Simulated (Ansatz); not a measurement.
Consider the isomerisation: `CCCCC(O)CC` → `CC(C)OC(C)(C)C`.

Program: Ansatz. Geometries: PBE0-D4/def2-TZVP. ΔE: electronic, gas phase. CCSD(T)/CBS is the MP2 limit (def2-TZVPP, def2-QZVPP) plus CCSD(T) − MP2 in def2-TZVPP, frozen cores. DFT in def2-TZVPP. One conformer a species, not always the lowest.

| level | ΔE (kcal/mol) |
| --- | --- |
| revPBE | 4.6 |
| BHLYP | 3.0 |
| RPA@PBE/def2-TZVPP | 1.5 |
| MP2/def2-QZVPP | 2.5 |

**Question.** What does CCSD(T)/CBS give? (An estimate is asked.)

**Answer.** The calculation gave: +2.4 kcal/mol. The listed levels differ from it by 2.2, 0.6, -0.9, 0.1 kcal/mol.

Largest T1 diagnostic among the species: 0.010.

In def2-TZVPP, CCSD(T) changes the Hartree–Fock value by −1.5 kcal/mol (the triples alone add −0.7 kcal/mol) and MP2 by −1.2 kcal/mol. At CCSD(T), def2-SVP lies −1.8 kcal/mol from the extrapolated value and def2-TZVPP −0.6 kcal/mol.
